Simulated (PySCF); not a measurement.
**Computed structure and properties of Er(NH)(OH)**

System: Er(NH)(OH) (singlet in the valence; each metal's 4f electrons, 11 of them, lie in its core potential, out of spins and levels); start: template (C1). Method: PySCF 2.14.0, RKS r2SCAN, Er lcecp-1-SVP with ECP57, N def2-SVP, H def2-SVP, O def2-SVP; non-relativistic Hamiltonian with scalar-relativistic core potentials where named; density fitting; no spin-orbit coupling.

Input of the relaxation:

```python
mol = gto.M(atom='''
Er     0.03318    -0.00089    -0.13737
N      1.80058    -0.00089     0.65363
H      2.73158    -0.00089     1.07023
O     -1.91262    -0.00089     0.73343
H     -2.85792     0.17411     0.82443''',
    basis={'Er': 'lcecp-1-SVP', 'N': 'def2-SVP', 'H': 'def2-SVP', 'O': 'def2-SVP'},
    ecp={'Er': 'lcecp-1-SVP'},
    charge=0, spin=0)
mf = dft.RKS(mol, xc='R2SCAN')
mf.grids.atom_grid = (50, 194)  # f atoms: unpruned, at least (60, 302)
mf = mf.density_fit()  # fitting sets: Er AutoAux, N def2-universal-JKFIT, H def2-universal-JKFIT, O def2-universal-JKFIT
mf.conv_tol = 1e-08; mf.max_cycle = 55
mf.kernel(dm0)  # dm0: converged density of the start geometry
# quasi-Newton relaxation in Cartesian coordinates to a largest gradient under 0.00045 Eh/bohr, steps kept in the point group
```

Run from Python with OMP_NUM_THREADS=2; the lines above give its settings. Where DIIS fails, smearing, a level shift and second-order steps follow.
It took 62 s on 2 threads of Arm Neoverse V1, on a shared host, from the converged density of the start.

Course of the relaxation:

```csv
step,energy above end (eV),largest force component within the symmetry (eV/Å)
0,0.3103,0.746
1,0.2402,0.774
2,0.2341,1.909
3,0.1313,0.399
4,0.1091,1.377
5,0.0800,0.590
6,0.0510,0.384
7,0.0273,0.696
13,0.0011,0.089
14,0.0005,0.067
15,0.0003,0.051
16,0.0002,0.028
17,0.0001,0.025
18,0.0000,0.015
```
(The steps between are left out.)

Relaxed geometry (Cs):

```xyz
5

Er    0.0179   -0.0727   -0.5129
N     1.5949   -0.0128    0.5726
H     2.2210    0.0535    1.3756
O    -1.7727    0.0572    0.4446
H    -2.2664    0.1454    1.2645
```

```csv
contact,Å
Er1–N2 (NH),1.915
Er1–O4 (OH),2.035
```

On the finer grid (75, 302):

| Quantity | Value |
| --- | --- |
| HOMO | -4.15 eV |
| LUMO | -2.18 eV |
| Dipole about the centre of mass | 4.52 D |
| Set of Mulliken populations of Er1 outside the core potential | s 2.24, p 6.30, d 1.75, f 0.05 |
| D3(BJ) dispersion energy (not in the energies) | -0.016 eV |

```json
{"atom": "Er1", "Mulliken (e)": "0.66", "Löwdin (e)": "0.48", "spin (e)": "0.00"}
{"atom": "N2", "Mulliken (e)": "-0.43", "Löwdin (e)": "-0.33", "spin (e)": "0.00"}
{"atom": "H3", "Mulliken (e)": "0.09", "Löwdin (e)": "0.05", "spin (e)": "0.00"}
{"atom": "O4", "Mulliken (e)": "-0.52", "Löwdin (e)": "-0.28", "spin (e)": "0.00"}
{"atom": "H5", "Mulliken (e)": "0.19", "Löwdin (e)": "0.09", "spin (e)": "0.00"}
```

The 4f levels lie in the core potential and are missing. Their spin isn't counted.

No frequency check is given here.

Rigid scan of NH along the line from its metal, all other atoms held (where the atom bridges, its other bond changes as well):

distance to N2 (Å), energy (eV) and a bar:
```
     1.62      2.142 ##############################
     1.72      0.825 ############
     1.82      0.178 ##
     1.92      0.000 
     2.02      0.137 ##
     2.12      0.476 #######
     2.22      0.933 #############
     2.37      1.710 ########################
```

Taking off one OH (charge -1, singlet; the rest: singlet) in vacuum, both parts rigid, costs 11.20 eV; the small basis without counterpoise inflates it. Most of it is the attraction of opposite charges; other ways to part are cheaper, and one spin state was tried for the rest.

Rigid scan of OH along the line from its metal, all other atoms held (where the atom bridges, its other bond changes as well):

distance to O4 (Å), energy (eV) and a bar:
```
     1.73      1.405 ##########
     1.83      0.531 ####
     1.93      0.112 #
     2.03      0.000 
     2.13      0.087 #
     2.23      0.303 ##
     2.43      0.932 #######
     2.73      2.000 ##############
     3.13      3.234 #######################
     3.63      4.269 ##############################
```

One start shape was tried, so this needn't be the lowest isomer.

An lcecp potential fixes the number of 4f electrons, so in runs with it no electron can move into or out of that shell.
